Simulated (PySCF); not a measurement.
Two species compared at the same levels of theory.

First species: C5H8N2P (charge +1).
SMILES: `N[PH2+]c1ccncc1`

Second species: C4H5F3N2.
SMILES: `C=C/C(=N\N)C(F)(F)F`

Levels: wB97X-D/def2-SVPD for HOMO energy, LUMO energy, HOMO–LUMO gap, static isotropic polarisability and electronic spatial extent ⟨r²⟩ about the centre of nuclear charge; TDDFT wB97X-D/def2-SVPD for lowest singlet excitation; TDA wB97X-D/def2-SVPD for lowest triplet excitation (Tamm–Dancoff); GFN2-xTB for rotational constant A and rotational constant C. Geometries: GFN2-xTB. All species are isolated and taken at one optimised geometry, non-relativistic unless stated; the electronic structure was computed with PySCF and density fitting.

The conformers computed, where there is a choice (atom-mapped SMILES and torsion angles):
- `[NH2:1][PH2+:2][c:3]1[cH:4][cH:5][n:6][cH:7][cH:8]1`: N1–P2–C3–C4 138°, H–N1–P2–C3 88°, H–N1–P2–C3 -56°
- `[CH2:1]=[CH:2]/[C:3](=[N:4]\[NH2:5])[C:6]([F:7])([F:8])[F:9]`: C1–C2–C3–N4 178°, C2–C3–C6–F7 61°, H–N5–N4–C3 -12°, H–N5–N4–C3 -169°

Values for the first species:

- HOMO energy: -13.28 eV
- LUMO energy: -4.45 eV
- HOMO–LUMO gap: 8.83 eV
- Lowest singlet excitation: 4.08 eV
- Lowest triplet excitation (Tamm–Dancoff): 3.47 eV
- Static isotropic polarisability: 87.2 au
- Electronic spatial extent ⟨r²⟩ about the centre of nuclear charge: 1234 bohr²
- Rotational constant A: 4.522 GHz
- Rotational constant C: 0.897 GHz

(1) Estimate the same properties for the second species, and the change in each.

## Answers

(1) 
```csv
property,first,second,second less first
HOMO energy,-13.28 eV,-8.61 eV,+4.67 eV
LUMO energy,-4.45 eV,0.23 eV,+4.68 eV
HOMO–LUMO gap,8.83 eV,8.84 eV,+0.01 eV
lowest singlet excitation,4.08 eV,5.18 eV,+1.10 eV
lowest triplet excitation (Tamm–Dancoff),3.47 eV,2.97 eV,-0.50 eV
static isotropic polarisability,87.2 au,73.9 au,-13.3 au
electronic spatial extent ⟨r²⟩ about the centre of nuclear charge,1234 bohr²,1123 bohr²,-111 bohr²
rotational constant A,4.522 GHz,2.069 GHz,-2.453 GHz
rotational constant C,0.897 GHz,1.035 GHz,+0.138 GHz
```

On the first: The principal polarisabilities are 57.4, 91.0 and 113.3 au; their mean is the isotropic value. No computed singlet falls in the visible range (750 to 380 nm, 1.65 to 3.26 eV); S1 lies 0.82 eV above its blue end.

On the second: The polarisability is 10.95 Å³ as a volume (1 au = 0.148185 Å³), or 1.06 au for each of the 70 electrons. The principal polarisabilities are 47.9, 66.0 and 107.7 au; their mean is the isotropic value.
